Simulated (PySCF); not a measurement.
## What settings do to a single point of Bi(NH2)3

The sound run of Bi(NH2)3 (singlet) uses PySCF 2.14.0, RKS B3LYP, Bi def2-SVP with ECP60, N def2-SVP, H def2-SVP; non-relativistic Hamiltonian with scalar-relativistic core potentials where named; density fitting; no spin-orbit coupling, grid (50, 194), threshold 1e-8 Eh and 55 cycles, at the relaxed geometry:

```xyz
10

Bi    0.0000    0.0000   -1.1529
N     1.8503    0.0000   -0.0770
H     1.9450    0.0000    0.9328
H     2.7388    0.0000   -0.5661
N    -0.9252    1.6024   -0.0770
H    -0.9725    1.6844    0.9328
H    -1.3694    2.3719   -0.5661
N    -0.9251   -1.6024   -0.0770
H    -0.9725   -1.6844    0.9328
H    -1.3694   -2.3719   -0.5661
```

There Bi1 has a Mulliken charge of 0.86 e and the dipole about the centre of mass is 0.78 D. Each run below changes one thing and starts from free metal ions and neutral atoms unless it says otherwise; with 55 cycles, smearing, a level shift and second-order steps follow where DIIS fails, and their cycles count. Energy shifts count from the sound run.

```csv
change,outcome,cycles,energy shift (eV),largest force component (eV/Å),charge on Bi1 (e),dipole about the centre of mass (D)
all coordinates × 1.12,converged,10,2.78,4.16,0.88,1.97
"grid (30, 86)",converged,9,-0.0099,0.03,0.86,0.78
start from a density of up to 30 smeared cycles (not counted),converged,7,0.0000,0.01,0.86,0.78
```

(1) How does the run with this change end: H3 put 0.5 Å from Bi1, limit 87 cycles?

Unsound on purpose, so not properties of the compound: H3 put 0.5 Å from Bi1, limit 87 cycles.

Forces carry noise of the integration grid, about 0.01 to 0.03 eV/Å.

No frequency check is given that shows the relaxed geometry to be a minimum, and it was reached by following one of several unstable modes of a saddle point.

Results:

(1) outcome converged, cycles 9, energy shift (eV) 165.67, largest force component (eV/Å) 656.95, charge on Bi1 (e) 0.63, dipole about the centre of mass (D) 3.25.
